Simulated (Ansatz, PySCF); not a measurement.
Torsion H3–Si1–P2–H6 in silylphosphine (SMILES [SiH3]P); at each angle all else is relaxed with GFN2-xTB, and the levels are single points there.
Geometry at 40° (charge 0, multiplicity 1):
```json
[
 {"atom": "Si", "x (Å)": "-0.8288", "y (Å)": "0.0655", "z (Å)": "-0.0314"},
 {"atom": "P", "x (Å)": "1.4067", "y (Å)": "0.0500", "z (Å)": "-0.0743"},
 {"atom": "H", "x (Å)": "-1.4281", "y (Å)": "-0.9035", "z (Å)": "-0.9523"},
 {"atom": "H", "x (Å)": "-1.2474", "y (Å)": "1.4149", "z (Å)": "-0.4080"},
 {"atom": "H", "x (Å)": "-1.2339", "y (Å)": "-0.2460", "z (Å)": "1.3384"},
 {"atom": "H", "x (Å)": "1.5175", "y (Å)": "-0.0995", "z (Å)": "-1.4446"},
 {"atom": "H", "x (Å)": "1.5348", "y (Å)": "-1.3102", "z (Å)": "0.1413"}
]
```

On the grid 0° to 120°, 100° is the highest and 40° the lowest point at wB97M-V/def2-TZVPP.

Rows in 6-31G* carry no dispersion term and start afresh at each structure (6-31G* with six Cartesian d functions).

Programs: Ansatz (Gaussian basis) for Hartree–Fock, density functionals and correlated methods; PySCF for 6-31G* rows, M06-2X. Values without a source in brackets are computed.

Q: Predict the energy at 100° less that at 40° from HF/6-31G*.

A: 6 kJ/mol

Ansatz is a quantum-chemistry and plane-wave program.
